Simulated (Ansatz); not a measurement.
Nudged elastic band run: C2H7ISiSn

input.yaml

```yaml
crystal:
  periodic: [false, false, false]
  atoms:
    - { symbol: C, position_ang: [1.402552, 0.808964, -0.694216] }
    - { symbol: C, position_ang: [0.314954, 0.156683, -0.24659] }
    - { symbol: Sn, position_ang: [0.347922, -0.728696, 1.737539] }
    - { symbol: Si, position_ang: [-1.190724, 0.019467, -1.333008] }
    - { symbol: I, position_ang: [-3.133924, 1.023199, -0.15533] }
    - { symbol: H, position_ang: [1.431456, 1.291627, -1.681535] }
    - { symbol: H, position_ang: [2.327447, 0.898926, -0.109288] }
    - { symbol: H, position_ang: [2.005731, -0.834554, 2.187536] }
    - { symbol: H, position_ang: [-0.506881, 0.252223, 2.85588] }
    - { symbol: H, position_ang: [-0.361522, -2.292976, 1.678919] }
    - { symbol: H, position_ang: [-1.001083, 0.749427, -2.617512] }
    - { symbol: H, position_ang: [-1.558828, -1.399391, -1.588595] }
basis:
  gaussian: { orbitals: def2-SVP }
hamiltonian:
  xc: b3lyp
  dispersion: d4
neb:
  order_check: false
  images: 9
  f_tol: 0.05
  max_iterations: 60
  initial_path: idpp
  final_atoms:
    - { symbol: C, position_ang: [1.40234094, 0.80835207, -0.6933673] }
    - { symbol: C, position_ang: [0.31464574, 0.15618876, -0.24582299] }
    - { symbol: Sn, position_ang: [0.34902683, -0.72959716, 1.73819784] }
    - { symbol: Si, position_ang: [-1.19113457, 0.01955437, -1.33321919] }
    - { symbol: I, position_ang: [-3.13541245, 1.02624073, -0.15890557] }
    - { symbol: H, position_ang: [2.32721679, 0.90018201, -0.10852283] }
    - { symbol: H, position_ang: [1.42931449, 1.29256917, -1.68030389] }
    - { symbol: H, position_ang: [2.00719159, -0.83343148, 2.18714133] }
    - { symbol: H, position_ang: [-0.50508921, 0.25125299, 2.85644413] }
    - { symbol: H, position_ang: [-0.3595985, -2.29439577, 1.67737634] }
    - { symbol: H, position_ang: [-0.99827467, 0.74706497, -2.61860742] }
    - { symbol: H, position_ang: [-1.56312699, -1.39908166, -1.58661044] }
```

Command:

```bash
$ ansatz run input.yaml --threads 2 --pin off --max-ram 3072MiB --backend cpu --events-out ev --progress --plain --runs-dir out
```

Output, in part (warnings, iteration lines, the closing report on the highest movable image, with atoms numbered from 0):

```
NEB end point (image 0): max|allowed force component| = 8.188e-3 eV/Å (the criterion of neb.relax_end_points is 1.000e-2)
NEB end point (image 10): max|allowed force component| = 1.057e-2 eV/Å (the criterion of neb.relax_end_points is 1.000e-2)
NEB iter   1: max|band force component| = 1.482e0 eV/Å  barrier→ = 3.0234 eV  barrier← = 3.0234 eV  Δτ_max = 0.2000 Å  (416 SCF iters)
NEB iter   2: max|band force component| = 1.140e0 eV/Å  barrier→ = 2.8627 eV  barrier← = 2.8627 eV  Δτ_max = 0.1904 Å  (281 SCF iters)
NEB iter   3: max|band force component| = 1.899e0 eV/Å  barrier→ = 3.0729 eV  barrier← = 3.0729 eV  Δτ_max = 0.0977 Å  (285 SCF iters)
NEB iter   4: max|band force component| = 7.179e-1 eV/Å  barrier→ = 2.7591 eV  barrier← = 2.7591 eV  Δτ_max = 0.1774 Å  (282 SCF iters)
NEB iter   5: max|band force component| = 5.909e-1 eV/Å  barrier→ = 2.6158 eV  barrier← = 2.6158 eV  Δτ_max = 0.2000 Å  (279 SCF iters)
NEB iter   6: max|band force component| = 5.349e-1 eV/Å  barrier→ = 2.4988 eV  barrier← = 2.4988 eV  Δτ_max = 0.2000 Å  (284 SCF iters)
NEB iter   7: max|band force component| = 5.722e-1 eV/Å  barrier→ = 2.4200 eV  barrier← = 2.4200 eV  Δτ_max = 0.1005 Å  (277 SCF iters)
NEB iter   8: max|band force component| = 5.338e-1 eV/Å  barrier→ = 2.3846 eV  barrier← = 2.3846 eV  Δτ_max = 0.0740 Å  (280 SCF iters)
NEB iter   9: max|band force component| = 3.741e-1 eV/Å  barrier→ = 2.3602 eV  barrier← = 2.3602 eV  CI = image 5  Δτ_max = 0.0989 Å  (281 SCF iters)
NEB iter  10: max|band force component| = 2.271e-1 eV/Å  barrier→ = 2.4098 eV  barrier← = 2.4098 eV  CI = image 5  Δτ_max = 0.0979 Å  (282 SCF iters)
NEB iter  11: max|band force component| = 2.735e-1 eV/Å  barrier→ = 2.4167 eV  barrier← = 2.4167 eV  CI = image 5  Δτ_max = 0.0463 Å  (277 SCF iters)
NEB iter  12: max|band force component| = 1.738e-1 eV/Å  barrier→ = 2.4107 eV  barrier← = 2.4107 eV  CI = image 5  Δτ_max = 0.0435 Å  (270 SCF iters)
NEB iter  13: max|band force component| = 1.323e-1 eV/Å  barrier→ = 2.4108 eV  barrier← = 2.4108 eV  CI = image 5  Δτ_max = 0.0205 Å  (272 SCF iters)
NEB iter  14: max|band force component| = 6.375e-2 eV/Å  barrier→ = 2.4091 eV  barrier← = 2.4091 eV  CI = image 5  Δτ_max = 0.0148 Å  (238 SCF iters)
NEB iter  15: max|band force component| = 5.168e-2 eV/Å  barrier→ = 2.4087 eV  barrier← = 2.4087 eV  CI = image 5  Δτ_max = 0.0217 Å  (233 SCF iters)
NEB iter  16: max|band force component| = 3.820e-2 eV/Å  barrier→ = 2.4081 eV  barrier← = 2.4082 eV  CI = image 5  Δτ_max = 0.0169 Å  (241 SCF iters)
NEB iter  17: max|band force component| = 4.726e-2 eV/Å  barrier→ = 2.4079 eV  barrier← = 2.4079 eV  CI = image 5  Δτ_max = 0.0000 Å  (301 SCF iters)
Total energy: -23996.77999897 eV, -881.8653993605 hartree
Atom 0 at     1.429208     0.843010    -0.447700 Å, force    -0.004109    -0.014493     0.004787 eV/Å
Atom 1 at     0.426003     0.015216    -0.846144 Å, force    -0.034175     0.018584    -0.026031 eV/Å
Atom 2 at     0.517798    -0.819982     1.347369 Å, force     0.009475     0.001374     0.007907 eV/Å
Atom 3 at    -1.337604     0.006467    -1.220373 Å, force     0.023499    -0.017527     0.013682 eV/Å
Atom 4 at    -2.936924     1.346317     0.273906 Å, force    -0.002032     0.002381    -0.001761 eV/Å
Atom 5 at     2.445169     0.783622    -0.885626 Å, force     0.009190    -0.008652    -0.000977 eV/Å
Atom 6 at     1.341827     1.648417     0.314659 Å, force    -0.001182     0.014247     0.007892 eV/Å
Atom 7 at     2.093307    -1.432968     1.649436 Å, force    -0.001499     0.002452    -0.000582 eV/Å
Atom 8 at     0.078769     0.373186     2.493325 Å, force     0.001344    -0.001046    -0.002722 eV/Å
Atom 9 at    -0.592534    -2.086351     1.075611 Å, force    -0.002069    -0.001219    -0.000639 eV/Å
Atom 10 at    -1.497584     0.635606    -2.557125 Å, force     0.003240     0.003856     0.003306 eV/Å
Atom 11 at    -1.890335    -1.367641    -1.163539 Å, force    -0.001682     0.000044    -0.004861 eV/Å
Dipole moment:     0.767320    -0.226943     0.350866 e Å
```

The forces met the threshold. The band force fell under the threshold earlier too, but the program's further tests of the path sent the band on. A vibrational analysis at the climbing image gives one clearly imaginary mode, 660i cm⁻¹: a first-order saddle point.

Final band (atoms are numbered from 1 in the order of the input):

```tsv
image	path coordinate (Å)	energy (eV)	dihedral H6–C1–C2–Sn3 (°)
0	0.00	0.00	-179
1	0.65	0.01	-179
2	1.31	0.17	173
3	1.96	0.74	154
4	2.61	1.75	132
5	3.27	2.41	115
6	3.97	1.86	81
7	4.67	0.85	48
8	5.37	0.21	21
9	6.07	0.01	3
10	6.77	0.00	1
```

Run time: 5.8 min on 2 threads of AMD EPYC 9R45 96-Core Processor (Zen 5), on a shared host, peak memory 0.48 GiB.
